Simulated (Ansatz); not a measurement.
C₆H₁₀GeO₆, SMILES `CC(=O)[O][GeH]([O]C(C)=O)[O]C(C)=O`, relaxed with RKS PBE0-D4/def2-TZVP in Ansatz from a PBE-D4/def2-SVP geometry. The force threshold is 0.005 eV/Å; the program also tests the step.

The species carries charge 0 and has multiplicity 1.

Start:

```xyz
23

C     3.443    1.493   -1.589
C     2.468    1.268   -0.462
O     2.764    1.172    0.722
O     1.191    1.176   -0.880
Ge    0.056    0.883    0.552
O     0.470   -0.777    1.201
C    -0.008   -1.835    0.506
C     0.310   -3.142    1.188
O    -0.630   -1.713   -0.536
O    -1.460    1.150   -0.506
C    -2.462    0.740    0.268
C    -3.820    0.761   -0.370
O    -2.222    0.353    1.417
H     3.366    0.664   -2.319
H     3.181    2.423   -2.132
H     4.471    1.560   -1.193
H     0.172    1.940    1.650
H     0.038   -3.985    0.530
H     1.383   -3.186    1.460
H    -0.266   -3.206    2.134
H    -3.984    1.715   -0.907
H    -4.603    0.596    0.390
H    -3.858   -0.051   -1.124
```

Problem. By how much does the energy fall, and how many steps does the optimiser take? (Estimate.)

Solution. Ansatz gave: 3.65 kcal/mol, in 18 steps, 1 of them rejected.

Problem. Which bonds change most? (An estimate is asked.)

Solution. The calculation gave: Ge5–O10 from 1.868 to 1.812 Å; Ge5–O6 from 1.830 to 1.787 Å; O4–Ge5 from 1.850 to 1.809 Å; C11–O13 from 1.236 to 1.213 Å.

Problem. Give the relaxed structure. (An estimate is asked.)

Solution. Computed: 
```xyz
23

C     3.391    1.495   -1.605
C     2.454    1.245   -0.470
O     2.778    1.117    0.688
O     1.179    1.167   -0.846
Ge    0.077    0.862    0.556
O     0.399   -0.775    1.197
C     0.041   -1.845    0.475
C     0.312   -3.121    1.205
O    -0.442   -1.759   -0.623
O    -1.440    1.062   -0.416
C    -2.484    0.724    0.328
C    -3.789    0.783   -0.392
O    -2.333    0.390    1.484
H     3.298    0.689   -2.336
H     3.115    2.422   -2.112
H     4.413    1.556   -1.239
H     0.191    1.888    1.664
H     0.061   -3.970    0.573
H     1.361   -3.162    1.502
H    -0.284   -3.144    2.120
H    -3.905    1.752   -0.880
H    -4.606    0.601    0.301
H    -3.787    0.022   -1.175
```
